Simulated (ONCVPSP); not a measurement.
## How hard is this tellurium (Te) ONCV potential?

ONCVPSP 4.0.1 input, shortened (lines: element, Z, core and valence counts, functional; n l f; lmax; l rc ep ncon nbas qcut; lloc lpopt rc5 dvloc0; l nproj debl; icmod fcfact rcfact), LDA (Perdew-Zunger), scalar-relativistic:

```
  Te 52.00    6    5        3      upf
    1    0    2.00
    2    0    2.00
    2    1    6.00
    3    0    2.00
    3    1    6.00
    3    2   10.00
    4    0    2.00
    4    1    6.00
    4    2   10.00
    5    0    2.00
    5    1    4.00
    2
    0    1.30    0.00    4    7   11.10
    1    1.45    0.00    3    7   12.10
    2    1.15    0.00    3    8   15.50
    4    5    0.75    4.00
    0    3    3.70
    1    2    3.00
    2    3    3.90
    3    6.00    1.00
```

Task: For each optimised wave give the share of its norm inside rc, the residual kinetic energy above qcut (Ha) and the cutoffs (Ha) for errors of 10, 1, 0.1 and 0.01 mHa per electron.

Result:

```
         wave  norm inside rc  residual KE  10 mHa  1 mHa  0.1 mHa  0.01 mHa
           4s           0.966      3.9e-07    32.2   40.8     47.5      53.2
           5s           0.106      6.0e-07    29.7   40.6     48.6      55.1
s projector 3           0.065      1.8e-06    31.3   42.4     51.0      57.3
           4p           0.970      3.8e-09    21.4   26.6     45.4      54.7
           5p           0.076      1.8e-09    17.4   22.8     37.8      50.9
           4d           0.723      4.1e-09    43.3   55.2     65.3      74.0
d projector 2           0.052      6.7e-10    37.5   50.8     62.8      73.8
d projector 3           0.053      1.4e-08    42.6   56.4     69.5      82.9
```

The occupied waves need 55 Ha and 65 Ha for 1 and 0.1 mHa.
